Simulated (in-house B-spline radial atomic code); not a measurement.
The numbers below are computed, except where a source is named.
# Te ion on Sb atom: potential, deflection and energy transfer

The pair potential comes from two frozen, spherical free-atom densities (PBE, B-spline radial code, scalar-relativistic past argon): electrostatics plus the change in Thomas-Fermi kinetic and Dirac exchange energy where they overlap, the recipe behind the universal ZBL potential, which averages such potentials (from solid-state densities) over many pairs. It is written V = (Z1 Z2 e²/r) φ(r/a), with e² = 14.3996 eV·Å and a = 0.46850 Å/(Z1^0.23 + Z2^0.23); ZBL's fit is φ = 0.18175 e^(−3.1998x) + 0.50986 e^(−0.94229x) + 0.28022 e^(−0.4029x) + 0.02817 e^(−0.20162x). Where φ falls below 4e-4 it is continued as an exponential.

Masses 127.6 and 121.76 u.

```json
{"x = r/a": "0.1", "φ, this pair": "0.8862", "φ, ZBL": "0.8928"}
{"x = r/a": "0.25", "φ, this pair": "0.7602", "φ, ZBL": "0.7647"}
{"x = r/a": "0.5", "φ, this pair": "0.6086", "φ, ZBL": "0.6096"}
{"x = r/a": "1", "φ, this pair": "0.4152", "φ, ZBL": "0.4164"}
{"x = r/a": "1.5", "φ, this pair": "0.2977", "φ, ZBL": "0.2995"}
{"x = r/a": "2", "φ, this pair": "0.2204", "φ, ZBL": "0.2218"}
{"x = r/a": "3", "φ, this pair": "0.1298", "φ, ZBL": "0.1292"}
{"x = r/a": "4", "φ, this pair": "0.0815", "φ, ZBL": "0.08026"}
{"x = r/a": "5", "φ, this pair": "0.05372", "φ, ZBL": "0.05224"}
{"x = r/a": "6.5", "φ, this pair": "0.0298", "φ, ZBL": "0.02914"}
{"x = r/a": "8", "φ, this pair": "0.01758", "φ, ZBL": "0.01705"}
{"x = r/a": "10", "φ, this pair": "0.009317", "φ, ZBL": "0.008778"}
{"x = r/a": "12", "φ, this pair": "0.005106", "φ, ZBL": "0.00474"}
{"x = r/a": "14.5", "φ, this pair": "0.002562", "φ, ZBL": "0.002328"}
{"x = r/a": "17", "φ, this pair": "0.001357", "φ, ZBL": "0.001212"}
{"x = r/a": "20", "φ, this pair": "0.0006491", "φ, ZBL": "0.0005882"}
```

(1) At x = 6.5 the electrostatic, kinetic and exchange parts are -396.71, 2423.63 and -176.78 eV. Find r, V and φ.

(2) The ion comes in at 82.66 keV with impact parameter 0.0473 Å. The scattering integral gives a centre-of-mass angle of 139.7° and a closest approach of 2.146 a. What are the reduced energy, the energy passed on and the laboratory angles?

## Answers

(1) a = 0.46850/(2.4813 + 2.4703) = 0.09462 Å, so r = 0.61501 Å. V = -396.71 + 2423.63 + (-176.78) = 1850.14 eV. The bare repulsion is 52 × 51 × 14.3996/0.61501 = 62093 eV, so φ = 0.0298, +2.3 % against ZBL's 0.0291. The kinetic (Pauli) term is 131 % of V here, as the other two terms together attract.

(2) ε = E a M2/(Z1 Z2 e² (M1 + M2)) = 82660 × 1.2098e-06 = 0.1. The most that one collision can pass on is γE with γ = 4 M1 M2/(M1 + M2)² = 0.9995. Here T = γE sin²(θ/2) = 0.9995 × 82660 × 0.8811 = 72790 eV. The ion turns by arctan(sin θ/(cos θ + M1/M2)) = 66.2°, and the struck atom leaves at (180° − θ)/2 = 20.2°. The closest approach is 0.203 Å. With ZBL the angle would be 139.86° and T = 72880 eV.
